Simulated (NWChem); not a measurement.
Program: NWChem. System: Te (+1), charge 1, spin multiplicity 4. Its SCF solution wasn't tested for a lower state. Level: G0W0@UPBE0/def2-TZVP with def2 effective core potentials on Te, RI basis def2-tzvp-rifit, no spin-orbit coupling.

The NWChem input:

```
start mol
memory heap 200 mb stack 700 mb global 1700 mb
charge 1
geometry units angstroms nocenter noautoz
  Te     0.000000     0.000000     0.000000
  symmetry group D2h
end
basis spherical
  * library def2-tzvp
end
ecp
  Te library def2-ecp
end
basis "ri basis" bse spherical
  * library def2-tzvp-rifit
end
dft
  xc pbe0
  odft
  mult 4
  iterations 100
  direct
  tolerances tight
end
task dft energy
gw
  states alpha occ 4 vir 2
  states beta occ 4 vir 2
end
task dft gw
```

Output (cleaned and shortened):

```
             Northwest Computational Chemistry Package (NWChem) 7.3.0
             --------------------------------------------------------

                                NWChem Input Module
                                -------------------

 Scaling coordinates for geometry "geometry" by  1.889725989
 (inverse scale =  0.529177249)

                             Geometry "geometry" -> ""
                             -------------------------

 Output coordinates in angstroms (scale by  1.889725989 to convert to a.u.)

  No.       Tag          Charge          X              Y              Z
 ---- ---------------- ---------- -------------- -------------- --------------
    1 Te                  52.0000     0.00000000     0.00000000     0.00000000

 Effective nuclear repulsion energy (a.u.)       0.0000000000

            Nuclear Dipole moment (a.u.)
            ----------------------------
        X                 Y               Z
 ---------------- ---------------- ----------------
     0.0000000000     0.0000000000     0.0000000000

      Symmetry information
      --------------------

 Group name             D2h
 Group number             26
 Group order               8
 No. of unique centers     1

      Symmetry unique atoms

     1


 Summary of "ao basis" -> "" (spherical)
 ------------------------------------------------------------------------------
       Tag                 Description            Shells   Functions and Types
 ---------------- ------------------------------  ------  ---------------------
 *                         def2-tzvp                  on all atoms

 Summary of "ri basis" -> "" (spherical)
 ------------------------------------------------------------------------------
       Tag                 Description            Shells   Functions and Types
 ---------------- ------------------------------  ------  ---------------------
 *                      def2-tzvp-rifit               on all atoms

                                 NWChem DFT Module
                                 -----------------

 Summary of "ao basis" -> "ao basis" (spherical)
[...]
   alpha     31     32     33     34     35     36     37     38     39     40
    beta     31     32     33     35     36     34     37     40     38     41
 overlap   1.000  1.000  1.000  1.000  0.970  1.000  0.970  0.960  1.000  0.843

   alpha     41     42     43     44     45     46     47     48     49     50
    beta     39     44     42     43     45     47     48     46     49     50
 overlap   0.843  0.910  0.960  0.910  1.000  1.000  1.000  1.000  1.000  1.000

     --------------------------
     Expectation value of S2:
     --------------------------
      <S2> =      3.7508 (Exact =     3.7500)

 Task  times  cpu:        1.6s     wall:        1.6s

                                NWChem Input Module
                                -------------------

                                 NWChem GW Module
                                 ----------------

                             ***********************
                             ***        GW       ***
                             ***********************

 Summary of "ri basis" -> "ri basis" (spherical)
 ------------------------------------------------------------------------------
       Tag                 Description            Shells   Functions and Types
 ---------------- ------------------------------  ------  ---------------------
 Te                     def2-tzvp-rifit             38      184   9s8p8d6f4g3h

                 Memory Information
                 ------------------
          Available GA per process is          1700.0 MBs
          Available stack per process is        700.0 MBs
          Available heap per process is           0.1 MBs

          Peak memory in Initialization
              Peak GA per process is                  2.1 MBs
              Peak stack per process is               0.0 MBs
              Peak heap per process is                2.3 MBs
              Memory not in MA per process            0.0 MBs

          Peak memory in AFF Calculation
              Peak GA per process is                  9.0 MBs
              Peak stack per process is               5.9 MBs
              Peak heap per process is                0.0 MBs
              Memory not in MA per process            5.9 MBs

          Computing 2-center integrals
          Computing Inverse Cholesky factor
          Computing 3-center integrals
          Computing V_xc ...

          Computing Sigma_x
          Computing RPA polarizability
          Solving quasiparticle equations

                  Alpha Orbitals
          State     Energy (eV)     Error (eV)
          -----------------------------------
@GW        10        -27.108           0.004
@GW        11        -18.498           0.002
@GW        12        -18.498           0.002
@GW        13        -18.498           0.002
@GW        14          0.754           0.002
@GW        15          0.754           0.002

                   Beta Orbitals
          State     Energy (eV)     Error (eV)
          -----------------------------------
@GW         7        -57.216           0.003
@GW         8        -57.216           0.003
@GW         9        -57.215           0.005
@GW        10        -25.732           0.002
@GW        11         -8.357           0.002
@GW        12         -8.357           0.002

   Applying  -2.7014 eV scissor-shift to rest of particle states

   Applying   2.8170 eV scissor-shift to rest of hole states

   Applying  -2.6330 eV scissor-shift to rest of particle states

   Applying   2.8084 eV scissor-shift to rest of hole states

     GW Timing Statistics
   ------------------------
   Init.   :          0.1s
     ERIs  :          0.1s
     Distr.:          0.0s
     Vxc   :          0.2s
   Sigma_x :          0.0s
   RPA     :          0.1s
   Wmn     :          0.0s
   Sigma_c :          0.0s
   GW total:          0.6s

 Task  times  cpu:        0.6s     wall:        0.6s

 Total times  cpu:        2.2s     wall:        2.2s
```
